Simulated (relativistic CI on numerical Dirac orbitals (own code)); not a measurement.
**Calculated levels, C4+**

Computed by Dirac-Coulomb-Breit CI, orbitals from a KLI potential per configuration, QED by a radiative potential, valence Slater integrals scaled by 0.85, P86 correlation energy added to each configuration (own radial code, finite nucleus).

Configuration list: 1s², 1s2s, 1s2p, 1s3s, 1s3p, 1s3d, 1s4s, 1s4p, 1s4d, 1s4f, 1s5s, 1s5p, 1s5d, 1s5f, 1s5g, 1s6s, 1s6p, 1s6d. Levels of other configurations are missing.

| No. | Configuration | Term | J | E (10³ cm⁻¹) | % | Landé g | jj configuration (%) |
| --- | --- | --- | --- | --- | --- | --- | --- |
| 1 | 1s² | ¹S | 0 | 0.0 | 100 |  | closed (100) |
| 2 | 1s2s | ³S | 1 | 2407.3 | 100 | 2.002 | 1s 2s (100) |
| 3 | 1s2s | ¹S | 0 | 2444.6 | 100 |  | 1s 2s (100) |
| 4 | 1s2p | ³P° | 1 | 2452.5 | 100 | 1.501 | 1s 2p1/2 (67) |
| 5 | 1s2p | ³P° | 0 | 2452.5 | 100 |  | 1s 2p1/2 (100) |
| 6 | 1s2p | ³P° | 2 | 2452.6 | 100 | 1.501 | 1s 2p3/2 (100) |
| 7 | 1s2p | ¹P° | 1 | 2478.8 | 100 | 1.000 | 1s 2p3/2 (67) |
| 8 | 1s3s | ³S | 1 | 2835.2 | 100 | 2.002 | 1s 3s (100) |
| 9 | 1s3s | ¹S | 0 | 2845.6 | 100 |  | 1s 3s (100) |
| 10 | 1s3p | ³P° | 1 | 2846.9 | 100 | 1.501 | 1s 3p1/2 (67) |
| 11 | 1s3p | ³P° | 0 | 2846.9 | 100 |  | 1s 3p1/2 (100) |
| 12 | 1s3p | ³P° | 2 | 2846.9 | 100 | 1.501 | 1s 3p3/2 (100) |
| 13 | 1s3d | ³D | 1 | 2850.9 | 100 | 0.499 | 1s 3d3/2 (100) |
| 14 | 1s3d | ³D | 2 | 2850.9 | 100 | 1.166 | 1s 3d3/2 (66) |
| 15 | 1s3d | ³D | 3 | 2850.9 | 100 | 1.334 | 1s 3d5/2 (100) |
| 16 | 1s3d | ¹D | 2 | 2851.2 | 100 | 1.001 | 1s 3d5/2 (66) |
| 17 | 1s3p | ¹P° | 1 | 2854.9 | 100 | 1.000 | 1s 3p3/2 (67) |
| 18 | 1s4s | ³S | 1 | 2979.0 | 100 | 2.002 | 1s 4s (100) |
| 19 | 1s4s | ¹S | 0 | 2983.4 | 100 |  | 1s 4s (100) |
| 20 | 1s4p | ³P° | 1 | 2983.7 | 100 | 1.501 | 1s 4p1/2 (67) |
| 21 | 1s4p | ³P° | 0 | 2983.7 | 100 |  | 1s 4p1/2 (100) |
| 22 | 1s4p | ³P° | 2 | 2983.7 | 100 | 1.501 | 1s 4p3/2 (100) |
| 23 | 1s4d | ³D | 1 | 2985.7 | 100 | 0.499 | 1s 4d3/2 (100) |
| 24 | 1s4d | ³D | 2 | 2985.7 | 100 | 1.167 | 1s 4d3/2 (65) |
| 25 | 1s4d | ³D | 3 | 2985.7 | 100 | 1.334 | 1s 4d5/2 (100) |
| 26 | 1s4d | ¹D | 2 | 2985.8 | 100 | 1.000 | 1s 4d5/2 (65) |
| 27 | 1s4p | ¹P° | 1 | 2987.3 | 100 | 1.000 | 1s 4p3/2 (67) |
| 28 | 1s4f | ³F° | 3 | 2988.6 | 65 | 1.054 | 1s 4f5/2 (99) |
| 29 | 1s4f | ³F° | 2 | 2988.6 | 100 | 0.666 | 1s 4f5/2 (100) |
| 30 | 1s4f | ³F° | 4 | 2988.6 | 100 | 1.250 | 1s 4f7/2 (100) |
| 31 | 1s4f | ¹F° | 3 | 2988.6 | 65 | 1.030 | 1s 4f7/2 (99) |
| 32 | 1s5s | ³S | 1 | 3044.5 | 100 | 2.002 | 1s 5s (100) |
| 33 | 1s5s | ¹S | 0 | 3046.8 | 100 |  | 1s 5s (100) |
| 34 | 1s5p | ³P° | 1 | 3046.9 | 100 | 1.501 | 1s 5p1/2 (67) |
| 35 | 1s5p | ³P° | 0 | 3046.9 | 100 |  | 1s 5p1/2 (100) |
| 36 | 1s5p | ³P° | 2 | 3046.9 | 100 | 1.501 | 1s 5p3/2 (100) |
| 37 | 1s5d | ³D | 1 | 3048.0 | 100 | 0.499 | 1s 5d3/2 (100) |
| 38 | 1s5d | ³D | 2 | 3048.0 | 100 | 1.167 | 1s 5d3/2 (64) |
| 39 | 1s5d | ³D | 3 | 3048.0 | 100 | 1.334 | 1s 5d5/2 (100) |
| 40 | 1s5d | ¹D | 2 | 3048.1 | 100 | 1.000 | 1s 5d5/2 (64) |
| 41 | 1s5p | ¹P° | 1 | 3048.8 | 100 | 1.000 | 1s 5p3/2 (67) |
| 42 | 1s5f | ³F° | 3 | 3050.3 | 70 | 1.058 | 1s 5f5/2 (98) |
| 43 | 1s5f | ³F° | 2 | 3050.3 | 100 | 0.666 | 1s 5f5/2 (100) |
| 44 | 1s5f | ³F° | 4 | 3050.3 | 100 | 1.250 | 1s 5f7/2 (100) |
| 45 | 1s5g | ³G | 4 | 3050.3 | 54 | 1.027 | 1s 5g7/2 (100) |
| 46 | 1s5g | ³G | 3 | 3050.3 | 100 | 0.750 | 1s 5g7/2 (100) |
| 47 | 1s5f | ¹F° | 3 | 3050.3 | 70 | 1.025 | 1s 5f7/2 (98) |
| 48 | 1s5g | ³G | 5 | 3050.3 | 100 | 1.200 | 1s 5g9/2 (100) |
| 49 | 1s5g | ¹G | 4 | 3050.3 | 54 | 1.023 | 1s 5g9/2 (100) |
| 50 | 1s6s | ³S | 1 | 3079.9 | 100 | 2.002 | 1s 6s (100) |
| 51 | 1s6p | ³P° | 1 | 3081.3 | 100 | 1.501 | 1s 6p1/2 (67) |
| 52 | 1s6p | ³P° | 0 | 3081.3 | 100 |  | 1s 6p1/2 (100) |
| 53 | 1s6p | ³P° | 2 | 3081.3 | 100 | 1.501 | 1s 6p3/2 (100) |
| 54 | 1s6s | ¹S | 0 | 3081.3 | 100 |  | 1s 6s (100) |
| 55 | 1s6d | ³D | 1 | 3081.9 | 100 | 0.499 | 1s 6d3/2 (100) |
| 56 | 1s6d | ³D | 2 | 3081.9 | 100 | 1.167 | 1s 6d3/2 (64) |
| 57 | 1s6d | ³D | 3 | 3081.9 | 100 | 1.334 | 1s 6d5/2 (100) |
| 58 | 1s6d | ¹D | 2 | 3082.0 | 100 | 1.000 | 1s 6d5/2 (64) |
| 59 | 1s6p | ¹P° | 1 | 3082.4 | 100 | 1.000 | 1s 6p3/2 (67) |

Energies count from the lowest computed level; ° marks odd parity. Filled j subshells are mostly left out of the jj labels.

The mean weight of the leading LS term, summed over parents, in these 59 levels is 96 %, and that of the leading jj configuration (from the same eigenvectors) 90 %.

14 of the 14 excited levels that our extract of the measured tables holds in this range could be paired (the sources list more); they are missed by 4744 cm⁻¹ on average and 10454 at most, and levels without a partner can miss by more.
